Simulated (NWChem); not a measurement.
C3H4BF2N; SMILES NB(F)C=C=CF

```xyz
11

N      1.4241     1.4062     0.0860
B      0.0443     1.5469    -0.0412
F     -0.4791     2.7751    -0.1722
C     -0.9459     0.3236    -0.0372
C     -0.5667    -0.9126     0.1892
C     -0.1553    -2.1248     0.4712
F      0.2606    -2.9951    -0.4559
H      2.0537     2.1974     0.0853
H      1.8712     0.5040     0.1740
H     -2.0122     0.5135    -0.2296
H     -0.1295    -2.5300     1.4880
```
Atoms are numbered in this order, from 1.

All runs: NWChem. Medium grid unless said otherwise, to which SCAN and Minnesota functionals are sensitive. Structure relaxed at the PBE0/def2-SVP level. B3LYP is NWChem's, with the RPA form of VWN correlation. Total energies of different functionals are on different scales.

```
level                                 energy (Ha)  highest occupied level (eV)  orbital gap (eV)  dipole (D)
------------------------------------  -----------  ---------------------------  ----------------  ----------
PBE/def2-SVP                            -395.3185                        -5.87              3.83        1.91
B3LYP/def2-SVP                          -395.7655                        -6.98              5.66        1.90
LDA (Slater exchange, VWN5)/def2-SVP    -392.7144                        -6.03              3.75        1.95
PBE0/def2-SVP                           -395.3341                        -7.26              6.09        1.93
TPSSh/def2-SVP                          -395.7666                            ?                 ?        1.93
r2SCAN/def2-SVP                         -395.5561                        -6.21              4.24        1.92
```

Fill in the missing entries.


- TPSSh/def2-SVP, highest occupied level (eV): -6.49
- TPSSh/def2-SVP, orbital gap (eV): 4.93
